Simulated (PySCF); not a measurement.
CH4MoO2S, SMILES [CH3][Mo](=[O])(=[O])[SH], multiplicity 1.

Geometry optimised at PBE0-D3(BJ)/def2-SVP. The multiplicity is an assumed one; no other spin state was optimised. The structure was generated by enumeration; whether it is a known compound was not checked. The def2 effective core potentials stand for the cores of Mo; spin–orbit coupling is left out. Other conformers were not sampled.

Computed with PBE/def2-TZVP (PySCF).

Gas-phase values at a fixed geometry.

Task: Estimate the frontier levels, gap, dipole moment and polarisability. (Estimate from the structure and the level; the computed values follow.)

Result: 
The highest occupied level is -7.23 eV, the lowest empty level is -3.72 eV and the orbital gap is 3.51 eV. The dipole moment comes out as 2.64 D, the quadrupole, principal values (traceless, Buckingham form, about the centre of nuclear charge) is -4.92, -0.76, 5.68 D·Å and the mean static polarisability is 78.3 bohr³ (11.61 Å³). The polarisability, principal values is 68.1, 72.1, 94.7 bohr³.
